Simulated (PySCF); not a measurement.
# 15N chemical shifts

Method: shieldings: GIAO PBE0/pcSseg-1, structure optimised with GFN2-xTB, in PySCF 2.14.0 with density-fitted response routines (non-relativistic Hamiltonian, rapidly exchanging positions averaged, single conformer, no solvent).

Shieldings were converted by a linear fit to measured shifts: 15N: δ = -148.07 − 0.921σ (rms 6.3 ppm, 71 shifts vs CH3NO2, solution or neat liquid). A few per cent of atoms miss by over 2 rms, more outside the fitted compound classes.

Problem. Give the 15N shifts of `CO/C=P/c1ccncc1`, `C#CC[Si@@H]1C[C@@H](C#N)CS1`, `c1cscn1`, `CCN(C)N(C)C(C)C`, `C/C(C#N)=N/[SiH2]CNC=O`, `CS[Si@@H](O)C#N`, `FC(F)(F)Cc1ncno1`, `CNc1cnsc1C`.

Solution. 
```csv
compound,environment,δ (ppm)
CO/C=P/c1ccncc1,pyridine-type ring nitrogen,-67.1
C#CC[Si@@H]1C[C@@H](C#N)CS1,nitrile nitrogen,-119.0
c1cscn1,pyridine-type nitrogen of an azole,-64.2
[CH3:1][CH2:2][N:3]([CH3:4])[N:5]([CH3:6])[CH:7]([CH3:8])[CH3:9],N5: nitrogen bonded to O or N,-302.6
[CH3:1][CH2:2][N:3]([CH3:4])[N:5]([CH3:6])[CH:7]([CH3:8])[CH3:9],N3: nitrogen bonded to O or N,-307.0
[CH3:1]/[C:2]([C:3]#[N:4])=[N:5]/[SiH2:6][CH2:7][NH:8][CH:9]=[O:10],N5: imine nitrogen,26.0
[CH3:1]/[C:2]([C:3]#[N:4])=[N:5]/[SiH2:6][CH2:7][NH:8][CH:9]=[O:10],N4: nitrile nitrogen,-113.6
[CH3:1]/[C:2]([C:3]#[N:4])=[N:5]/[SiH2:6][CH2:7][NH:8][CH:9]=[O:10],N8: amide-type nitrogen,-270.8
CS[Si@@H](O)C#N,nitrile nitrogen,-66.4
[F:1][C:2]([F:3])([F:4])[CH2:5][c:6]1[n:7][cH:8][n:9][o:10]1,N9: pyridine-type nitrogen of an azole,-17.7
[F:1][C:2]([F:3])([F:4])[CH2:5][c:6]1[n:7][cH:8][n:9][o:10]1,N7: pyridine-type nitrogen of an azole,-127.5
[CH3:1][NH:2][c:3]1[cH:4][n:5][s:6][c:7]1[CH3:8],N5: pyridine-type nitrogen of an azole,-84.6
[CH3:1][NH:2][c:3]1[cH:4][n:5][s:6][c:7]1[CH3:8],N2: aniline-type nitrogen,-336.5
```
